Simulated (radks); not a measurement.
The numbers below are computed, except where a source is named.
Fractional charge and spin in the 1s shell of helium: the spin-up occupation runs from 0 to 1 and the spin-down occupation from 0 to 1; the fullest corner is He, 1s(up 1, down 1). Code: a radial shooting solver on a logarithmic mesh with Libxc functionals. Model: non-relativistic Kohn-Sham, PBE, spin-polarised, spherical densities, point nucleus. Energy (eV) minus the two flat planes that join the four corners (they meet along the diagonal where the two added fractions sum to one electron); zero is where a piecewise linear energy would lie.

| down \ up | 0 | 0.25 | 0.5 | 0.75 | 1 |
|---|---|---|---|---|---|
| 0 | 0.000 | -1.947 | -2.864 | -2.242 | 0.000 |
| 0.25 | -1.947 | -1.781 | -0.638 | 1.945 | -1.411 |
| 0.5 | -2.864 | -0.638 | 2.496 | -0.482 | -2.069 |
| 0.75 | -2.242 | 1.945 | -0.482 | -1.682 | -1.610 |
| 1 | 0.000 | -1.411 | -2.069 | -1.610 | 0.000 |

Corners above the fullest one (they belong to He+ and the next ion): (up 1, down 0) 24.467 eV, (up 0, down 1) 24.467 eV, (up 0, down 0) 78.721 eV. With half an added electron in each spin the energy lies 2.496 eV from the planes (fractional-spin error, the static-correlation error of a stretched bond), and with half an added electron in spin up alone -2.864 eV (fractional-charge error). For a frontier s shell over closed shells the exact functional lies on the planes.
